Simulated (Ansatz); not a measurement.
Basis-set series for CH$_{4}$GaS, SMILES `[CH3][Ga][SH]` radical. Charge 0, multiplicity 2. The geometry is a stationary point of PBE0-D4/def2-TZVP. It is one conformer, not always the lowest.

```xyz
7

C    -0.747    0.684   -0.348
Ga    0.341   -0.869   -0.970
S     1.770   -1.785    0.491
H    -0.064    1.478   -0.037
H    -1.339    0.365    0.513
H    -1.409    1.057   -1.128
H     1.447   -0.930    1.479
```

```
functional       basis  functions  energy (Eh)  HOMO (eV)  LUMO (eV)
   PBE0-D4    def2-SVP         84  -2362.72329      -5.63      -2.51
   PBE0-D4  def2-QZVPP        336  -2363.21227      -5.71      -2.63
   ωB97M-V    def2-SVP         84  -2363.00390      -7.57      -0.84
   ωB97M-V  def2-QZVPP        336  -2363.49203      -7.67      -1.05
```

(1) Give the rows for def2-TZVPP. (Estimate.)

Answers

(1) Ansatz gave: 
| functional | basis | functions | energy (Eh) | HOMO (eV) | LUMO (eV) |
| --- | --- | --- | --- | --- | --- |
| PBE0-D4 | def2-TZVPP | 177 | -2363.15449 | -5.68 | -2.58 |
| ωB97M-V | def2-TZVPP | 177 | -2363.43594 | -7.63 | -0.93 |

HOMO and LUMO are taken over both spins. Scalar relativity is left out up to krypton.
